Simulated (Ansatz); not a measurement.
Nudged elastic band run: BClFGeH4N

input.yaml

```yaml
crystal:
  periodic: [false, false, false]
  atoms:
    - { symbol: F, position_ang: [-0.541034, 1.561123, 2.282728] }
    - { symbol: B, position_ang: [-0.504902, 0.570974, 1.379825] }
    - { symbol: Cl, position_ang: [-1.433245, -0.914199, 1.731916] }
    - { symbol: "N", position_ang: [0.231871, 0.67623, 0.189584] }
    - { symbol: Ge, position_ang: [0.359607, -0.635815, -1.14366] }
    - { symbol: H, position_ang: [0.746867, 1.547511, 0.033857] }
    - { symbol: H, position_ang: [-1.044, -0.918689, -1.727839] }
    - { symbol: H, position_ang: [0.983188, -1.919302, -0.547907] }
    - { symbol: H, position_ang: [1.290047, -0.014032, -2.215602] }
basis:
  gaussian: { orbitals: def2-SVP }
hamiltonian:
  xc: pbe
  dispersion: d4
neb:
  order_check: false
  images: 7
  f_tol: 0.05
  max_iterations: 60
  initial_path: idpp
  final_atoms:
    - { symbol: F, position_ang: [-0.48712541, 1.47476355, 2.35241043] }
    - { symbol: B, position_ang: [-0.62949167, 0.75992716, 1.22743424] }
    - { symbol: Cl, position_ang: [-2.28845781, 0.37375645, 0.68794292] }
    - { symbol: "N", position_ang: [0.4741938, 0.31555056, 0.48270979] }
    - { symbol: Ge, position_ang: [0.39566126, -0.69063528, -1.09779859] }
    - { symbol: H, position_ang: [1.40579489, 0.56018425, 0.83079404] }
    - { symbol: H, position_ang: [-0.30914439, -2.03882166, -0.81922472] }
    - { symbol: H, position_ang: [1.87772599, -0.91437166, -1.49308371] }
    - { symbol: H, position_ang: [-0.35075767, 0.11344763, -2.18828242] }
```

Launched with:

```bash
$ ansatz run input.yaml --threads 2 --pin off --max-ram 3072MiB --backend cpu --events-out ev --progress --plain --runs-dir out
```

Output, in part (warnings, iteration lines, the closing report on the highest movable image, with atoms numbered from 0):

```
NEB end point (image 0): max|allowed force component| = 2.323e-3 eV/Å (the criterion of neb.relax_end_points is 1.000e-2)
NEB end point (image 8): max|allowed force component| = 9.400e-3 eV/Å (the criterion of neb.relax_end_points is 1.000e-2)
NEB iter   1: max|band force component| = 5.259e-1 eV/Å  barrier→ = 0.1678 eV  barrier← = 0.1677 eV  Δτ_max = 0.1809 Å  (243 SCF iters)
NEB iter   2: max|band force component| = 2.495e-1 eV/Å  barrier→ = 0.0562 eV  barrier← = 0.0562 eV  CI = image 4  Δτ_max = 0.0355 Å  (197 SCF iters)
NEB iter   3: max|band force component| = 3.119e-1 eV/Å  barrier→ = 0.0487 eV  barrier← = 0.0487 eV  CI = image 4  Δτ_max = 0.0180 Å  (201 SCF iters)
NEB iter   4: max|band force component| = 1.462e-1 eV/Å  barrier→ = 0.0477 eV  barrier← = 0.0477 eV  CI = image 4  Δτ_max = 0.0130 Å  (200 SCF iters)
NEB iter   5: max|band force component| = 9.672e-2 eV/Å  barrier→ = 0.0466 eV  barrier← = 0.0466 eV  CI = image 4  Δτ_max = 0.0081 Å  (200 SCF iters)
NEB iter   6: max|band force component| = 4.165e-2 eV/Å  barrier→ = 0.0463 eV  barrier← = 0.0463 eV  CI = image 4  Δτ_max = 0.0000 Å  (366 SCF iters)
Total energy: -73959.44970368 eV, -2717.9596450947 hartree
Atom 0 at    -0.545528     1.696114     2.170248 Å, force    -0.000212     0.006572     0.007344 eV/Å
Atom 1 at    -0.708340     0.811451     1.173170 Å, force    -0.032070    -0.006997     0.003110 eV/Å
Atom 2 at    -2.354001     0.177973     0.907862 Å, force     0.023585     0.009227     0.003245 eV/Å
Atom 3 at     0.389213     0.417883     0.386853 Å, force     0.013089    -0.012436    -0.018892 eV/Å
Atom 4 at     0.479684    -0.777326    -1.051923 Å, force    -0.002945     0.003065     0.004461 eV/Å
Atom 5 at     1.278590     0.858133     0.646357 Å, force    -0.006832     0.000673     0.002446 eV/Å
Atom 6 at    -0.939486    -1.326381    -1.283976 Å, force     0.002759     0.001565     0.001095 eV/Å
Atom 7 at     1.480211    -1.901932    -0.678949 Å, force     0.001661    -0.002331    -0.000020 eV/Å
Atom 8 at     1.008055    -0.002113    -2.286740 Å, force     0.000965     0.000663    -0.002788 eV/Å
Dipole moment:     0.438258    -0.147924    -0.303235 e Å
```

The forces met the threshold. A vibrational analysis at the climbing image gives one clearly imaginary mode, 85i cm⁻¹: a first-order saddle point.

Final band (atoms are numbered from 1 in the order of the input):

```csv
image,path coordinate (Å),energy (eV),dihedral B2–N4–Ge5–H7 (°)
0,0.00,0.000,61
1,0.50,0.008,47
2,0.99,0.026,32
3,1.49,0.041,16
4,1.99,0.046,0
5,2.48,0.041,-16
6,2.97,0.026,-31
7,3.46,0.009,-46
8,3.95,0.000,-61
```

Run time: 97 s on 2 threads of Arm Neoverse V1 (shared host), peak memory 0.16 GiB.
